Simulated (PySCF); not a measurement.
YOBr, SMILES [O]=[Y][Br].

Geometry optimised at PBE-D3(BJ)/def2-TZVP. The def2 effective core potentials stand for the cores of Y; spin–orbit coupling is left out.

Two levels are set side by side: PBE/def2-TZVPD (PySCF) and M06-2X/def2-TZVPD (PySCF). Same geometry, gas phase. Differences are taken from unrounded values.

| quantity | PBE |
|---|---|
| orbital gap (eV) | 2.55 |
| highest occupied level (eV) | -5.78 |
| lowest empty level (eV) | -3.22 |
| dipole moment (D) | 7.19 |
| mean polarisability (bohr³) | 66.3 |

These are the PBE values. What does M06-2X give? (The exact figures need the calculation; the answer reports its results.)


| quantity | M06-2X | PBE minus M06-2X |
|---|---|---|
| orbital gap (eV) | 6.14 | -3.58 |
| highest occupied level (eV) | -8.50 | 2.72 |
| lowest empty level (eV) | -2.36 | -0.86 |
| dipole moment (D) | 7.87 | -0.68 |
| mean polarisability (bohr³) | 59.5 | 6.8 |

Without exact exchange PBE keeps part of each electron's self-repulsion, which lifts occupied levels and narrows the gap. PBE's more diffuse valence density responds more strongly to a field. Differences between two approximate levels are no errors against the true value.

Rough cost on one machine, each run with all the roots and properties that it gave: M06-2X against PBE about 2 times.
